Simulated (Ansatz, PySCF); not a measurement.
Molecule: C₃H₉O (charge +1, singlet). It need not be the lowest isomer of its formula. 
Geometry from a B3LYP-D3(BJ)/def2-TZVP (Ansatz, a quantum-chemistry and plane-wave program) optimisation:
```
C
H 1 1.0913
H 1 1.0944 2 108.43
C 1 1.4978 2 109.79 3 -120.27
H 4 1.0863 1 114.42 2 -54.55
H 4 1.0875 5 112.00 1 132.76
C 1 1.5365 2 110.12 3 119.60
H 7 1.0883 1 109.15 2 -59.72
H 7 1.0902 8 107.92 1 -121.15
H 7 1.0903 8 107.94 9 -117.32
O 4 1.5669 5 101.46 6 111.54
H 11 0.9755 4 114.76 5 -64.05
H 11 0.9756 12 110.20 4 128.82
```
Charge +1, spin multiplicity 1.

Total electronic energies in hartree. Cores are frozen in the correlated levels unless marked. Spin-orbit coupling is left out. Non-relativistic. CBS marks a two-point X^-3 extrapolation of the correlation energy; Hartree-Fock from the larger set. [CCSD(T)-MP2]/basis is that difference in the basis named.

| level | program | energy (Eh) |
|---|---|---|
| HF/cc-pVDZ | Ansatz | -193.44787 |
| SVWN5/def2-TZVPD | Ansatz | -193.05448 |
| PBE/def2-TZVPD | Ansatz | ? |
| PBE0-D4/def2-TZVP | Ansatz + dftd4 | -194.51359 |
| TPSSh/def2-TZVPD | PySCF | -194.75388 |
| r2SCANh-D4/def2-TZVPD | Ansatz + dftd4 | ? |
| CAM-B3LYP-D4/def2-TZVPD | Ansatz + dftd4 | -194.64684 |
| B2GP-PLYP-D3(BJ)/def2-TZVPD | Ansatz + dftd3 | -194.53221 |
| B2GP-PLYP-D4/def2-TZVPD | Ansatz + dftd4 | -194.53076 |
| B2GP-PLYP/def2-TZVPD | Ansatz | -194.52845 |
| MP2/6-31G* | Ansatz | -193.99148 |
| CCSD/6-31G | Ansatz | -193.78995 |
| CCSD(T)/STO-3G | Ansatz | -191.36585 |
| CCSD(T) with core electrons/cc-pwCVTZ | Ansatz | -194.55688 |
| RI-MP2/CBS(cc-pVTZ,cc-pVQZ)+[CCSD(T)-MP2]/cc-pVTZ | Ansatz | -194.4485 |

Fill in the missing entries.


- PBE/def2-TZVPD, energy (Eh): -194.48456
- r2SCANh-D4/def2-TZVPD, energy (Eh): -194.61687
